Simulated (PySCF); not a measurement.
# Polarisability and C₆ of Sb²⁺ (antimony, charge +2)

[Kr] 4d10 5s2 5p1, 2P determinant. Calculation: PySCF 2.14, in aug-cc-pwCVTZ-DK3 (10s9p7d4f1g, 109 functions); the spin-free X2C one-electron Hamiltonian (Gaussian nucleus). Coupled (time-dependent) response in atomic units; α is the mean over directions.

```tsv
method	mean α (bohr³)	α xx, yy, zz	C₆ (like pair)	S(−4)
UHF	16.94	16.96, 16.90, 16.96	108.7	88.64
PBE	15.60	15.30, 16.22, 15.30	98.30	72.94
PBE0	15.84	15.65, 16.22, 15.65	100.1	75.24
```

S(−4) is the Cauchy moment in α(ω) = α(0) + S(−4) ω² + …

Spin-orbit coupling is absent.

α(iu) at UHF:

| u (hartree) | α(iu) (bohr³) |
| --- | --- |
| 0 | 16.94 |
| 0.0500 | 16.72 |
| 0.100 | 16.11 |
| 0.200 | 14.09 |
| 0.300 | 11.78 |
| 0.500 | 8.030 |
| 0.750 | 5.337 |
| 1.00 | 3.892 |
| 1.50 | 2.477 |
| 2.00 | 1.788 |
| 3.00 | 1.093 |
| 5.00 | 0.5351 |

A single London oscillator, α(iu) = α/(1 + u²/ω²), gives C₆ = (3/4) ω α². Matching the computed C₆ needs ω = 4 × 108.7 / (3 × 16.94²) = 0.505 hartree.

For an ion, C₆ is the dispersion term alone; charge-induced terms of lower order in 1/R come first.

The components differ because the open shell of this determinant is not spherical; for a pure term their mean is the scalar polarisability.
